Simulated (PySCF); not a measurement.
**How methods differ on the ionisation energy of Sc**

Sc [Ar] 3d1 4s2 (2D) → Sc⁺ [Ar] 3d1 4s1 (3D), as a difference of total energies. Computed with PySCF 2.14 in jorge-DZP-DKH, with the spin-free X2C one-electron Hamiltonian (Gaussian nucleus). Correlated levels: valence: [Ar] frozen. The calculations carry no spin-orbit coupling.

```csv
method,ionisation energy (eV)
UHF,5.365
B3LYP,6.562
LDA,6.637
MP2 (valence),5.981
SCS-MP2 (valence),6.102
```

Errors of the correlated levels include the incompleteness of this basis and the frozen core.

MP2 underrates the near-degeneracy of ns² with np² in the lower species.

Problem. Which method comes closest to the reference value, and which is furthest?

Solution. The reference is 6.562 eV (measured; NIST levels, between the centres of gravity of the two terms). Closest: B3LYP (error 0.000 eV); furthest: UHF (error -1.197 eV).
